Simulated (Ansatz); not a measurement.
Clusters of 5 atoms, capped: binding per atom (eV) at several levels, gas phase, relaxed structures; Ansatz. Clusters are the lowest isomers that short searches found in that spin, judged at the geometry's level. Core potentials for Sn in the def2 sets, no spin–orbit coupling. Binding counts from free atoms in the multiplicity of their measured ground term, without zero-point energy. Singlets are spin-restricted. The structures are stationary points that may keep the symmetry of their start.

```
species    state             geometry  PBE-D4/def2-SVP  PBE-D4/def2-TZVP  PBE-D4/def2-TZVPD  PBE0-D4/def2-SVP  PBE0-D4/def2-TZVPD
  Sn3H2  singlet      PBE-D4/def2-SVP             2.19              2.21               2.21              2.08                2.11
  Cu2H3  doublet     PBE-D4/def2-TZVP             1.93              1.76               1.77              1.73                1.62
  Sn2H3  doublet    PBE0-D4/def2-TZVP             1.96              1.98               1.98              1.93                1.95
   C3H2  singlet  r2SCAN-D4/def2-TZVP             4.71              4.66               4.66              4.60                4.55
```

Question: Estimate the column for r2SCAN-D4/def2-TZVPD.

Answer: Sn3H2 2.14; Cu2H3 1.85; Sn2H3 1.99; C3H2 4.49.
